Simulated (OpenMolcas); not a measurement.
O V: terms and fine structure

```
Program             : OpenMolcas
Method              : XMS-RASPT2, IPEA 0.25 Eh, imaginary shift 0.1 Eh (closed shells correlated: 1s)
Basis               : ANO-RCC-VTZP [4s3p2d1f]
Scalar Hamiltonian  : DKH2, point nucleus
Active space        : 2 electrons in 9 orbitals (RAS2 2s 2p; RAS3 3d, at most 2 electrons)
State averaging     : 2S+1 = 3 even, 3 roots; 2S+1 = 1 even, 7 roots; 2S+1 = 3 odd, 3 roots; 2S+1 = 1 odd, 3 roots
Spin-orbit coupling : RASSI with atomic mean-field integrals over the reference wave functions, term energies averaged over their components
```

With spin-orbit coupling, above the lowest level:

```tsv
Configuration	Term	J	E (cm⁻¹)	Measured (cm⁻¹)	g	Term weight %
2s²	¹S	0	0.0	0.0		100
2s 2p	³P°	0	82009	81942		100
2s 2p	³P°	1	82156	82079	1.501	100
2s 2p	³P°	2	82452	82385	1.501	100
2s 2p	¹P°	1	160756	158798	1.000	100
2p²	³P	0	214249	213462		100
2p²	³P	1	214396	213618	1.501	100
2p²	³P	2	214685	213887	1.501	100
2p²	¹D	2	233277	231721	1.000	100
2p²	¹S	0	291697	287910		100
```

Against the 9 measured excited levels shown (Moore, Selected Tables of Atomic Spectra, NSRDS-NBS 3, section 9) the mean absolute deviation is 1100 cm-1; the largest miss in energy is 2p² ¹S₀: computed 291697, measured 287910 cm⁻¹ (+1.3 %).

Active for correlation alone: 3d; no level in the range computed is led by a configuration that fills it, so any true level of that kind is missing. Computed and measured levels are paired by configuration, term and J; levels that our copy of the source lacks, or whose pairing is in doubt (as where it misses far off the trend of its configuration), stay unpaired and out of the deviations. Only configurations of the active space appear. The first state left out of the spin-orbit step lies near 910000 cm-1 above the lowest spin-free state of the reference (among the parities and spins computed), and the list stops at four fifths of that energy or lower.

The term weight is that of the spin-free term in the level, not the purity of its configuration. ° marks odd parity.
